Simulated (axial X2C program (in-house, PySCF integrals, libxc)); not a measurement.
Low determinants of PSe⁻ at the PBE0 level, 2c

Calculated with an in-house all-electron X2C program for linear molecules (integrals from PySCF). Two-component (2c) means X2C with spin–orbit coupling and atomic mean-field two-electron Coulomb and Gaunt terms. Basis: Se dyall-acv3z [9s10p7d5f1g], P dyall-av3z [9s8p3d2f] (cores contracted in-house); Gaussian nuclei, density fitting, unrestricted open shells. Masses: Se 79.917 u, P 30.974 u.

Search at 2.148 Å (vertical energies from the lowest determinant):

| ΔE (eV) | state | electrons beyond evenly filled partner blocks | electrons in ±ω = 1/2, 3/2, 5/2, 7/2 |
| --- | --- | --- | --- |
| 0.00 | Ω = 1 | ω = -1/2, ω = 3/2 | 35 13 2 0 |
| 0.54 | Ω = 0 | none | 36 12 2 0 |
| 0.63 | Ω = 2 | ω = 1/2, ω = 3/2 | 35 13 2 0 |
| 0.73 | Ω = 0 | none | 34 14 2 0 |
| 2.45 | Ω = 1 | 2 × ω = 1/2 | 36 12 2 0 |
| 2.93 | Ω = 3 | 2 × ω = 3/2 | 36 12 2 0 |
| 3.16 | Ω = 1 | 2 × ω = 1/2 | 34 14 2 0 |

Lowest determinant, Ω = 1 (⟨Sz⟩ = 1.00, ⟨Lz⟩ = 0.00 at PBE0): Re = 2.143 Å, ωe = 472.9 cm⁻¹.

The determinant in row 2 of the search, Ω = 0 (closed shell), was followed along the bond at PBE0; measured from the minimum of the lowest determinant it gives:

Te = 0.544 eV (4384 cm⁻¹), Re = 2.135 Å, ωe = 481.8 cm⁻¹.

(1) Compare the bond of the determinant in row 2 with that of the lowest one.

The search compares states at one distance, so a state with another bond length can lie lower; it is not exhaustive and yields mostly the lowest determinant of each block pattern, so other components and higher states of one pattern are missing. These are energies of single determinants, not of spin-adapted states; PBE0 term energies can be off by some tenths of an eV, and the functional has no current term. Open-shell Ω = 0 determinants with evenly filled partner blocks cannot be reached by this program, so the Ω shown need not be the lowest component. The lowest determinant need not be the ground state where others lie within half an eV. A closed-shell Ω = 0 row of a π² shell mixes the 0⁺ component of the triplet with ¹Σ⁺ and matches no level; 0⁺ can lie lowest. For an anion, determinants above electron detachment are held by the basis set. The highest occupied level of some functionals is positive through self-interaction error; at Hartree–Fock it is bound. Row 1 has a positive highest level at its minimum. Row 2 has a positive highest level at its minimum.

## Answers

(1) At PBE0 its Re is 0.008 Å shorter and its force constant, which goes as ωe², is 1.04 times that of the lowest determinant. T0 ≈ Te + Δωe/2 = 4384 + (4) = 4388 cm⁻¹.
